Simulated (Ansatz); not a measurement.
Job for Ansatz (a first-principles code): R-r2SCAN/def2-TZVPP on GeH5N (SMILES [NH2][GeH3]), atoms moved off the minimum.

Ansatz 0.2 input:
```yaml
crystal:
  periodic: [false, false, false]
  atoms:
    - {symbol: Ge, position_ang: [-0.40489692, 0.07713652, -0.07691911]}
    - {symbol: N, position_ang: [1.41636251, -0.17410713, -0.35612687]}
    - {symbol: H, position_ang: [-1.11166599, -1.05742755, -1.24415562]}
    - {symbol: H, position_ang: [-0.77033628, 1.62289543, -0.28330169]}
    - {symbol: H, position_ang: [-0.93110091, -0.22059927, 1.39291082]}
    - {symbol: H, position_ang: [1.81363343, -1.04110311, -0.09795531]}
    - {symbol: H, position_ang: [2.06213350, 0.29091668, 0.56641069]}
basis:
  gaussian:
    orbitals: def2-TZVPP
hamiltonian:
  xc: {name: r2SCAN}
scf: {lower_state_search: off}
output: {forces: true}
```

The log:

```
WARN ansatz: RAYON_NUM_THREADS=1 ignored (pool sized by the plan → 1); use --threads N
Functional definition: r2SCAN
these checks for a lower state are left out or cut short: stability, starts, cluster_reference, orbital_swaps, neighbouring_geometries, increment
integrals: 0.05 GiB planned
808 factors; their error is unknown
mean field: 0.45 GiB planned
mean field evaluation 1: about -58080.4960 eV, gradient 6.4e1 eV
mean field evaluation 2: about -58050.3377 eV, gradient 1.2e2 eV
mean field evaluation 4: about -58087.9712 eV, gradient 5.5e0 eV
mean field evaluation 8: about -58088.0083 eV, gradient 2.5e-1 eV
mean field evaluation 16: about -58088.0084 eV, gradient 2.1e-4 eV
mean field -58088.00836868 eV, -2134.6949340827 hartree, gradient 2.1e-6 eV, S^2 0.000000; 0 other end points of the search recorded, 0 dependent functions left out
the calculation of the forces begins
reference -58088.00837907 eV, -2134.6949344647 hartree; 22, 22 occupied and 127, 127 virtual orbitals, 808 factors
Total energy: -58088.00837907 eV, -2134.6949344647 hartree
Atom 0 at    -0.404897     0.077137    -0.076919 Å, force    -1.089310    -0.953879    -0.727503 eV/Å
Atom 1 at     1.416363    -0.174107    -0.356127 Å, force     2.738276     3.031622     3.645835 eV/Å
Atom 2 at    -1.111666    -1.057428    -1.244156 Å, force     0.822250     1.726329     1.632340 eV/Å
Atom 3 at    -0.770336     1.622895    -0.283302 Å, force     0.329824    -1.037333    -0.194372 eV/Å
Atom 4 at    -0.931101    -0.220599     1.392911 Å, force     0.203545    -0.094576    -0.632866 eV/Å
Atom 5 at     1.813633    -1.041103    -0.097955 Å, force    -0.352078    -2.081351    -0.415380 eV/Å
Atom 6 at     2.062133     0.290917     0.566411 Å, force    -2.652507    -0.590813    -3.308054 eV/Å
Dipole moment:     0.100150    -0.071663     0.281933 e Å
Checks for a lower state left out: stability, starts, cluster_reference, orbital_swaps, neighbouring_geometries, increment
```

The run converged.

Cost: about 2.1 core-seconds (a rough figure).
